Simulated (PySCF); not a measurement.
Correlation energy of Nb (niobium, neutral)

[Kr] 4d4 5p1, one real determinant (an excited configuration). All numbers are calculated (PySCF 2.14, scalar relativity by spin-free X2C-1e, in x2c-TZVPPall). Frozen: [Kr]; 5 electrons correlated.

| level | correlation energy (mhartree) |
| --- | --- |
| CCSD | -54.45 |
| (T) | -2.64 |
| CCSD(T) | -57.09 |

Diagnostics: T1 = 0.019, D1 = 0.0548, largest double amplitude 0.174.

The real determinant used has ⟨L²⟩ near 8 against 12 for a pure F term, so it mixes terms. A double-excitation amplitude exceeds 0.15, a sign of near-degeneracy.

Cost of the coupled-cluster step: about 5 core-seconds, for 5 correlated electrons.

The basis was made for the ground configuration and has no added diffuse functions, which can raise the energy of the promoted electron.

The reference is one real determinant that mixes LS terms of this configuration.
